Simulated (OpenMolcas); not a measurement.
# A family of molecules: the HOMO–LUMO gap

Gas-phase molecules, one atom swapped for its congeners: BH(CH3)(SiH3); AlH(CH3)(SiH3); GaH(CH3)(SiH3). All are singlets with charge 0.

Shapes, held fixed at every level: PBE0-D4/def2-TZVP. Programs: OpenMolcas 26.06. Values in eV.

```json
{"level": "HF/STO-3G", "BH(CH3)(SiH3)": "15.75", "GaH(CH3)(SiH3)": "11.65"}
{"level": "HF/3-21G", "BH(CH3)(SiH3)": "12.88", "GaH(CH3)(SiH3)": "10.81"}
{"level": "B3LYP/6-31G* (spherical functions)", "BH(CH3)(SiH3)": "5.89", "GaH(CH3)(SiH3)": "5.12"}
```

(1) Estimate the column for AlH(CH3)(SiH3) from its neighbours.

## Answers

(1) The mean of the neighbours at B3LYP/6-31G* (spherical functions) is 5.50 eV, against 5.25 from the run: the member lies nearer Ga. All rows: HF/STO-3G 15.48; HF/3-21G 10.85; B3LYP/6-31G* (spherical functions) 5.25 eV. At B3LYP/6-31G* (spherical functions) the HOMO–LUMO gap falls at every step, from 5.89 to 5.12 eV. Every level shows the same order. Relativity is left out for Ga. Orbital gaps aren't excitation energies, and the LUMO depends on the basis.
